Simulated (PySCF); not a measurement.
# Tl: excitation energy

Tl [Xe] 4f14 5d10 6s2 6p1 (2P) → Tl [Xe] 4f14 5d10 6s2 7s1 (2S), as a difference of total energies. Calculation: PySCF 2.14, in aug-cc-pVTZ-DK3 (9s8p6d3f, 84 functions); scalar relativity by spin-free X2C-1e. Correlated levels: valence: [Xe] 4f14 5d10 frozen. The calculations carry no spin-orbit coupling.

| method | excitation energy (cm⁻¹) | error (cm⁻¹) |
| --- | --- | --- |
| UHF | 19656 | -1626 |
| LDA | 21091 | -191 |
| PBE | 19820 | -1462 |
| PBE0 | 20327 | -955 |
| r2SCAN | 21205 | -77 |
| B3LYP | 20929 | -354 |
| MN15 | 23220 | +1937 |
| MP2 (valence) | 20075 | -1208 |
| SCS-MP2 (valence) | 20076 | -1206 |

Reference: 21282 cm⁻¹ (measured; NIST levels, between the centres of gravity of the two terms).

Errors of the correlated levels include the incompleteness of this basis and the frozen core.
